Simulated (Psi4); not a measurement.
CH2I2, charge +1, doublet, at the geometry of the source list (a state made from the parent by changing its charge; the spin is typed, not shown lowest) (all electrons, no relativity); PBE0/3-21G in Psi4.

The Psi4 input:
```
memory 2 GB

molecule mol {
1 2
I    -1.793500    0.958000   -0.024600
C    -0.002200   -0.218800    0.007000
I     1.812100    0.922100   -0.035900
H    -0.005100   -0.801900    0.920300
H    -0.011300   -0.859400   -0.866900
}

set {
  basis 3-21g
  reference uks
  scf_type pk
}

energy('pbe0')
print_variables()
```

Predict the main parts of the log of this Psi4 run.


```
   => Loading Basis Set <=

    Name: 3-21G
    Role: ORBITAL
    Keyword: BASIS

         ---------------------------------------------------------
                                   SCF
               by Justin Turney, Rob Parrish, Andy Simmonett
                          and Daniel G. A. Smith
                              UKS Reference
         ---------------------------------------------------------

  ==> Geometry <==

    Molecular point group: c1
    Full point group: C1

    Geometry (in Angstrom), charge = 1, multiplicity = 2:

       Center              X                  Y                   Z               Mass
    ------------   -----------------  -----------------  -----------------  -----------------
         I           -1.802153032245     0.083199092016     0.003552391027   126.904471900000
         C           -0.010853032245    -1.093600907984     0.035152391027    12.000000000000
         I            1.803446967755     0.047299092016    -0.007747608973   126.904471900000
         H           -0.013753032245    -1.676700907984     0.948452391027     1.007825032230
         H           -0.019953032245    -1.734200907984    -0.838747608973     1.007825032230

  Running in c1 symmetry.

  Rotational constants: A =      0.73517  B =      0.02039  C =      0.01992 [cm^-1]
  Rotational constants: A =  22039.97933  B =    611.39306  C =    597.15581 [MHz]
  Nuclear repulsion =  617.247108608893654

  Charge       = 1
  Multiplicity = 2
  Electrons    = 113
  Nalpha       = 57
  Nbeta        = 56

  ==> Algorithm <==

  SCF Algorithm Type is PK.
  DIIS enabled.
  MOM disabled.
  Fractional occupation disabled.
  Guess Type is SAD.
  Energy threshold   = 1.00e-06
  Density threshold  = 1.00e-06
  Integral threshold = 1.00e-12

  ==> Primary Basis <==

  Basis Set: 3-21G
    Blend: 3-21G
    Number of shells: 35
    Number of basis functions: 79
    Number of Cartesian functions: 79
    Spherical Harmonics?: false
    Max angular momentum: 2

  ==> DFT Potential <==

   => LibXC <=

    Version 7.1.2
    S. Lehtola, C. Steigemann, M. J. T. Oliveira, and M. A. L. Marques,  SoftwareX 7, 1–5 (2018) (10.1016/j.softx.2017.11.002)

   => Composite Functional: PBE0 <=

    PBE0 Hyb-GGA Exchange-Correlation Functional

    C. Adamo and V. Barone,  J. Chem. Phys. 110, 6158 (1999) (10.1063/1.478522)
    M. Ernzerhof and G. E. Scuseria,  J. Chem. Phys. 110, 5029 (1999) (10.1063/1.478401)

    Deriv               =              1
    GGA                 =           TRUE
    Meta                =          FALSE

    Exchange Hybrid     =           TRUE
    MP2 Hybrid          =          FALSE

   => Exchange Functionals <=

    0.7500   Perdew, Burke & Ernzerhof

   => Exact (HF) Exchange <=

    0.2500               HF

   => Correlation Functionals <=

    1.0000   Perdew, Burke & Ernzerhof

   => LibXC Density Thresholds  <==

    XC_HYB_GGA_XC_PBEH:  1.00E-15

   => Molecular Quadrature <=

    Radial Scheme          =       TREUTLER
    Pruning Scheme         =           NONE
    Nuclear Scheme         =       TREUTLER

    Blocking Scheme        =         OCTREE
    BS radius alpha        =              1
    Pruning alpha          =              1
    Radial Points          =             75
    Spherical Points       =            302
    Total Points           =         104154
    Total Blocks           =            853
    Max Points             =            256
    Max Functions          =             63
    Weights Tolerance      =       1.00E-15

  ==> Integral Setup <==

  Using in-core PK algorithm.
   Calculation information:
      Number of atoms:                   5
      Number of AO shells:              35
      Number of primitives:             81
      Number of atomic orbitals:        79
      Number of basis functions:        79

      Integral cutoff                 1.00e-12
      Number of threads:                 1

  Performing in-core PK
  Using 9988760 doubles for integral storage.
[...]
  Reciprocal condition number of the overlap matrix is 3.0738737997E-04.
    Using symmetric orthogonalization.

  ==> Pre-Iterations <==

  SCF Guess: Superposition of Atomic Densities via on-the-fly atomic UHF (no occupation information).

   -------------------------
    Irrep   Nso     Nmo
   -------------------------
     A         79      79
   -------------------------
    Total      79      79
   -------------------------

  ==> Iterations <==

                        Total Energy        Delta E     RMS |[F,P]|

   @UKS iter SAD: -13814.93422494831975   -1.38149e+04   0.00000e+00
   @UKS iter   1: -13818.94736053966699   -4.01314e+00   4.94341e-03 ADIIS/DIIS
   @UKS iter   2: -13818.96858011016957   -2.12196e-02   1.98642e-03 ADIIS/DIIS
   @UKS iter   3: -13818.97145481145708   -2.87470e-03   1.70365e-03 ADIIS/DIIS
   @UKS iter   4: -13818.98161505384451   -1.01602e-02   1.87293e-04 ADIIS/DIIS
   @UKS iter   5: -13818.98176594174402   -1.50888e-04   1.52732e-05 DIIS
   @UKS iter   6: -13818.98176789030367   -1.94856e-06   3.54956e-06 DIIS
   @UKS iter   7: -13818.98176812919883   -2.38895e-07   2.37385e-06 DIIS
   @UKS iter   8: -13818.98176814481667   -1.56178e-08   2.22501e-06 DIIS
   @UKS iter   9: -13818.98176818194770   -3.71310e-08   1.97391e-07 DIIS
  Energy and wave function converged.

  ==> Post-Iterations <==

   Electrons on quadrature grid:
      Nalpha   =   57.0000099399 ; deviation = 9.940e-06
      Nbeta    =   56.0000103816 ; deviation = 1.038e-05
      Ntotal   =  113.0000203215 ; deviation = 2.032e-05

   @Spin Contamination Metric:   4.364468500E-03
   @S^2 Expected:                7.500000000E-01
   @S^2 Observed:                7.543644685E-01
   @S   Expected:                5.000000000E-01
   @S   Observed:                5.000000000E-01

    Orbital Energies [Eh]
    ---------------------

    Alpha Occupied:

[...]
    Alpha Virtual:

[...]
      79A    225.784763

    Beta Occupied:

[...]
    Beta Virtual:

[...]
    Final Occupation by Irrep:
              A
    DOCC [    56 ]
    SOCC [     1 ]
    NA   [    57 ]
    NB   [    56 ]

  @UKS Final Energy: -13818.98176818194770

   => Energetics <=

    Nuclear Repulsion Energy =            617.2471086088936545
    One-Electron Energy =              -20213.8318107715967926
    Two-Electron Energy =                6046.9799820974740214
    DFT Exchange-Correlation Energy =    -269.3770481167213688
    Empirical Dispersion Energy =           0.0000000000000000
    VV10 Nonlocal Energy =                  0.0000000000000000
    Total Energy =                     -13818.9817681819495192

  UHF NO Occupations:
  HONO-2 :   55  A 1.9999040
  HONO-1 :   56  A 1.9979414
  HONO-0 :   57  A 1.0000000
  LUNO+0 :   58  A 0.0020586
  LUNO+1 :   59  A 0.0000960
  LUNO+2 :   60  A 0.0000076
  LUNO+3 :   61  A 0.0000074

Computation Completed

Properties will be evaluated at   0.000000,   0.000000,   0.000000 [a0]

Properties computed using the SCF density matrix

 Multipole Moments:

 ------------------------------------------------------------------------------------
     Multipole            Electronic (a.u.)      Nuclear  (a.u.)        Total (a.u.)
 ------------------------------------------------------------------------------------

 L = 1.  Multiply by 2.5417464519 to convert [e a0] to [Debye]
 Dipole X            :          0.0504431           -0.0571560           -0.0067129
 Dipole Y            :          5.0959351           -5.7751986           -0.6792636
 Dipole Z            :         -0.1638513            0.1857083            0.0218570
 Magnitude           :                                                    0.6796483

 ------------------------------------------------------------------------------------

  Variable Map:
  ----------------------------------------------------------------------------
[...]
  Array Variable Map:
  ----------------------------------------------------------------------------
[...]
[...]
```
